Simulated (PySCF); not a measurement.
Compound: C2H5NO2Si.
Numbering: `[NH2:1][C:2](=[O:3])[SiH2:4][CH:5]=[O:6]` (hydrogens: H7, H8 on N1; H9, H10 on Si4; H11 on C5)

Cartesian coordinates in Å at the PBE0-D3(BJ)/def2-SVP level; atoms count from 1:
```xyz
11
C2H5NO2Si angstrom
N      1.5541    0.4737   -0.8328
C      1.2533   -0.0977    0.3522
O      2.0640   -0.4239    1.1988
Si    -0.6155   -0.3840    0.7204
C     -1.6743    0.0170   -0.8543
O     -1.1827    0.5360   -1.8330
H      2.5275    0.6481   -1.0613
H      0.8144    0.6937   -1.4975
H     -0.8585   -1.7971    1.1255
H     -1.0670    0.5351    1.8061
H     -2.7717   -0.2275   -0.8672
```

The closed-shell ground state was solved at several levels (PySCF, density fitting, gas phase, non-relativistic).

```csv
level,basis functions,total energy (Eh),HOMO (eV),LUMO (eV),gap (eV),dipole (D)
B3LYP/6-31G*,98,-573.8879,-6.50,-1.95,4.55,2.51
B3LYP/cc-pVTZ,254,-574.0428,-6.81,-2.27,4.54,2.55
```

(1) Estimate the row for B3LYP/def2-TZVP, a basis of 222 functions; the other rows only guide the guess.

(2) How much does the basis alone move the frontier levels among the 3 B3LYP rows (the withheld one included)?

(3) How far do the dipole and the HOMO energy spread over the levels?

## Answers

(1) Total energy -574.0528 Eh, HOMO -6.89 eV, LUMO -2.36 eV, gap 4.53 eV, dipole 2.59 D.

(2) The HOMO by 0.39 eV and the LUMO by 0.41 eV. By rising basis size (HOMO, LUMO in eV): 6-31G* -6.50, -1.95; def2-TZVP -6.89, -2.36; cc-pVTZ -6.81, -2.27.

(3) The dipole runs from 2.51 to 2.59 D (mean 2.55 D) and the HOMO from -6.89 to -6.50 eV.

One conformer stands for the species.
